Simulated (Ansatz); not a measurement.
`CS[SiH2][GeH3]` + H₂ → `CS[SiH3]` + GeH₄ at 400 K and 1 bar (hydrogenolysis of the Si–Ge bond).

Calculated with Ansatz (gas phase, PBE0-D4/def2-TZVP geometries, no zero-point term in ΔE). CCSD(T)/CBS adds triple-zeta CCSD(T) − MP2 to the extrapolated MP2 energy (def2 sets, frozen cores). This one scheme is used for every species. For Ge outer-core shells are correlated without core-valence functions, which leaves a few kJ/mol of doubt a bond. Scalar relativity is left out up to krypton. One conformer a species, not always the lowest.

```
         species  CCSD(T)/CBS energy (Eh)  H − E (kJ/mol)  S (J/(mol·K))
`CS[SiH2][GeH3]`              -2805.84917           247.7          428.0
              H₂                 -1.17544            38.0          139.0
      `CS[SiH3]`               -728.52947           194.4          339.2
            GeH₄              -2078.49493            93.6          231.8
```

H − E and S are ideal-gas, rigid-rotor, harmonic terms from PBE0-D4/def2-TZVP, for one conformer and one mirror image of each species. The MP2-based limit puts H₂ 0.8 mEh under its directly extrapolated value; such offsets cancel only in part. 1 Eh = 2625.50 kJ/mol, R = 8.31446 J/(mol·K).

Task: By hand: ΔE, ΔH, ΔS and ΔG.

Result: ΔE = (-728.52947) + (-2078.49493) − (-2805.84917) − (-1.17544) = 0.00021 Eh = 0.6 kJ/mol. Δ(H − E) = 194.4 + 93.6 − 247.7 − 38.0 = 2.3, so ΔH = 2.9 kJ/mol. ΔS = 339.2 + 231.8 − 428.0 − 139.0 = 4.0 J/(mol·K). ΔG = 2.9 − 400 × (4.0)/1000 = 1.3 kJ/mol.

Task: By hand: the equilibrium constant, and the temperature at which ΔG would vanish if ΔH and ΔS stayed fixed.

Result: log₁₀ K = −ΔG/(RT ln 10) = -0.2. ΔG = 0 at ΔH/ΔS = 725 K, though so small a ΔH makes that figure unsure.

TΔS isn't small against ΔH here. The sign of ΔG lies within the doubt. A doubt of 5 kJ/mol in ΔE shifts log₁₀ K by 0.7 here. Other conformers and mirror images would add mixing entropy, several J/(mol·K) or more a flexible species. Modes under 60 cm⁻¹, often nearly free rotors, make the harmonic entropy too high. These are equilibria of isolated gas molecules and say nothing of rates. Largest T1 diagnostic: 0.012 (customary marks: 0.02 for closed shells, 0.045 for open ones).
